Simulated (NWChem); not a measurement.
Species: C₃H₈N₂; SMILES N(=C\CN)/C

```xyz
13

C     -0.2648     2.4070     0.0148
N      0.3768     1.1445     0.2949
C     -0.0604     0.0978    -0.2906
C      0.5558    -1.2610    -0.0820
N     -0.4858    -2.2644     0.1286
H      0.4825     3.1193    -0.3969
H     -0.6239     2.8595     0.9642
H     -1.1244     2.3437    -0.6985
H     -0.9371     0.1137    -0.9912
H      1.3317    -1.1625     0.7165
H      1.0963    -1.5255    -1.0204
H     -0.8965    -2.1445     1.0635
H     -0.0760    -3.2057     0.1200
```
Atoms are numbered in this order, from 1.

Results from NWChem. Pople sets run with spherical d functions. The geometry was optimised at PBE-D3(BJ)/def2-SVP. No frequency run checked for a minimum. Level: M06-2X/6-31G* with SMD (1 M gas to 1 M solution), gas-phase geometry.

**Question.** Among these, which solvent gives the lowest value of “dipole in solution (D)”?
(A) cyclohexane
(B) 1-octanol
(C) water
(D) acetonitrile

**Answer.** A, cyclohexane. Values: cyclohexane 0.83; 1-octanol 0.95; acetonitrile 0.98; water 0.99
